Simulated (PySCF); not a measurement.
Species: C6H17AlO.
Geometry (PBE0-D3(BJ)/def2-SVP, Å), atoms numbered from 1 in this order:
```
atom  x, y, z in Å
C1     2.0009   -1.6226   -0.7489
O2     1.7838   -0.3031   -0.2794
C3     2.3540    0.7156   -1.0827
Al4    0.6238    0.0955    1.3079
C5    -1.2101    0.2457    0.5203
C6    -2.1625    0.5513    1.6804
C7    -1.2770    1.3824   -0.4998
C8    -1.6323   -1.0626   -0.1480
H9     1.5307   -1.7590   -1.7360
H10    1.5474   -2.3051   -0.0203
H11    3.0821   -1.8222   -0.8186
H12    2.1446    1.6727   -0.5902
H13    1.9058    0.7046   -2.0892
H14    3.4436    0.5685   -1.1569
H15    1.3209    1.4768    1.7484
H16    0.9301   -1.2464    2.1412
H17   -2.1624   -0.2509    2.4385
H18   -1.9024    1.4930    2.1942
H19   -3.2079    0.6574    1.3260
H20   -0.9819    2.3505   -0.0611
H21   -0.6207    1.2002   -1.3693
H22   -2.3033    1.5060   -0.9006
H23   -1.5858   -1.9181    0.5469
H24   -2.6732   -1.0063   -0.5257
H25   -0.9967   -1.3079   -1.0172
```

Method used: PBE0-D3(BJ)/def2-SVP geometry optimisation, gas phase in PySCF 2.14.0.

**Question.** Which atoms are bound to Al4, and at what distances?

**Answer.** 4 atoms: H15 1.609 Å, H16 1.609 Å, C5 2.002 Å, O2 2.006 Å. The nearest atom not counted as bound is C6, at 2.85 Å.

**Question.** List the angles at Al4.

**Answer.** 
| angle | degrees | distance of the outer atoms (Å) |
| --- | --- | --- |
| H15–Al4–H16 | 119.5 | 2.78 |
| C5–Al4–H16 | 116.2 | 3.07 |
| C5–Al4–H15 | 116.1 | 3.07 |
| O2–Al4–C5 | 103.5 | 3.15 |
| O2–Al4–H15 | 97.9 | 2.74 |
| O2–Al4–H16 | 97.7 | 2.73 |

**Question.** What is the shape at Al4?

**Answer.** Distorted tetrahedral: angles from 97.7° to 119.5°; τ4 = (360° − α − β)/141° = 0.88 with α and β the two widest (0 for a square, 1 for a tetrahedron).

**Question.** What are the other bond lengths?

**Answer.** C1–O2, O2–C3 1.417 Å; C5–C6, C5–C7, C5–C8 1.530 Å; C1–H9 and 5 like bonds 1.100 Å; C6–H17 and 8 like bonds 1.105 Å.

**Question.** Give some angles away from the centre.

**Answer.** C1–O2–C3 114.8°, C1–O2–Al4 122.4°, C3–O2–Al4 122.6°, Al4–C5–C6 106.7°, Al4–C5–C7 111.0°, C6–C5–C7 109.3°.

**Question.** What are the rotational constants (commonest isotopes, rigid rotor)?

**Answer.** A = 2422, B = 974.6, C = 961.8 MHz: a near-prolate asymmetric top.

Point group: Cs (tolerance 0.08 Å). Charge 0, singlet. No PBE0-D3(BJ)/def2-SVP frequencies stand behind this structure, so it isn't proved a minimum.

On one thread, Arm Neoverse V2 (aarch64), shared host with 192 logical CPUs at a one-minute load of 78, this took 3.4 min of wall time and 1.0 GiB of memory at its peak. This is the geometry optimisation.

One conformer stands for the species.
